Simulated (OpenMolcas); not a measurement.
Kr4+: effect of the active space

```
Program             : OpenMolcas
Method              : SS-CASPT2 or its RAS form, IPEA 0.25 Eh, imaginary shift 0.1 Eh
Basis               : ANO-RCC-VQZP
Scalar Hamiltonian  : DKH2, point nucleus
Spin-orbit coupling : state interaction with AMFI integrals over the reference wave functions, term energies averaged over their components
```

A. 2 electrons in 3 orbitals (4p); 2S+1 = 3 even, 3 roots; 2S+1 = 1 even, 6 roots; closed shells correlated: 3d 4s; CASPT2 step of the order of 1.7 core-seconds
B. 4 electrons in 4 orbitals (4s 4p); 2S+1 = 3 even, 6 roots; 2S+1 = 1 even, 11 roots; 2S+1 = 5 odd, 1 root; 2S+1 = 3 odd, 9 roots; 2S+1 = 1 odd, 8 roots; closed shells correlated: 3d; CASPT2 step about 6 core-seconds
C. 4 electrons in 8 orbitals (4s 4p 5s 5p); 2S+1 = 3 even, 3 roots; 2S+1 = 1 even, 11 roots; 2S+1 = 5 odd, 1 root; 2S+1 = 3 odd, 9 roots; 2S+1 = 1 odd, 8 roots; closed shells correlated: 3d; CASPT2 step about 17 core-seconds
D. 4 electrons in 9 orbitals (RAS2 4s 4p; RAS3 4d, at most 2 electrons); 2S+1 = 3 even, 6 roots; 2S+1 = 1 even, 12 roots; 2S+1 = 5 odd, 1 root; 2S+1 = 3 odd, 9 roots; 2S+1 = 1 odd, 8 roots; closed shells correlated: 3d; CASPT2 step roughly 29 core-seconds

Energies in cm⁻¹ above 4s² 4p² ³P₀, the measured ground level; measured values from Saloman, J. Phys. Chem. Ref. Data 36, 215 (2007).

```json
{"Level": "4s² 4p² ³P₀", "A": "0.0", "B": "0.0", "C": "0.0", "D": "0.0", "Measured": "0.0"}
{"Level": "4s² 4p² ³P₁", "A": "3330", "B": "3320", "C": "3250", "D": "3230", "Measured": "3743"}
{"Level": "4s² 4p² ³P₂", "A": "6940", "B": "6860", "C": "6800", "D": "6780", "Measured": "7595"}
{"Level": "4s² 4p² ¹D₂", "A": "19110", "B": "18760", "C": "19170", "D": "19110", "Measured": "19723"}
{"Level": "4s² 4p² ¹S₀", "A": "39050", "B": "37890", "C": "38410", "D": "38990", "Measured": "39204"}
```

Deviations, from unrounded energies. A percentage is the sum of absolute deviations over the sum of measured energies, with the sign that they share, or ± where signs differ.

| Against measurement | Levels | A | B | C | D |
| --- | --- | --- | --- | --- | --- |
| mean absolute deviation (cm-1) | 4 | 460 | 860 | 660 | 540 |
| fine structure of the ground term (%) | 2 | -9.5 | -10.2 | -11.4 | -11.7 |
| other terms of the ground configuration (%) | 2 | -1.3 | -3.9 | -2.3 | -1.4 |

A lies closest to measurement on these levels and B furthest from it. The largest miss of A in the table is 4s² 4p² ³P₂, by -660 cm-1. The ranking rests on the paired levels alone, and a cruder setting can come out closer through cancelling errors.

Among A to D the level of the table that moves most is 4s² 4p² ¹S₀, by 1200 cm-1 (lowest in B, highest in A). Moves below CASPT2's spread within the term are not significant.

Term energies are means over components that CASPT2 splits; among the terms shown or strongly mixed into the levels shown the widest spread is 100 cm-1 (4s² 4p² ¹D, A). Over all roots computed the reference weight is 0.87 to 0.98 in B, 0.86 to 0.98 in C; the roots of lowest weight are the least certain, and an intruder state may touch them. With the s shell closed, the reference lacks s² → p² mixing (holds for A). Active for correlation alone: 5p 5s; no level in the range computed is led by a configuration that fills them, so any true level of that kind is missing (holds for C). Active for correlation alone: 4d; no level in the range computed is led by a configuration that fills it, so any true level of that kind is missing (holds for D). Measured partners are found by configuration, term and J. A level has none where our copy of the source lacks it or the pairing is in doubt (some pairs that miss far off the trend of their configuration count as doubtful), and it then counts in no deviation. Levels of configurations outside the active space are missing. Levels that lie high or do not pair safely by name in every column are left out.
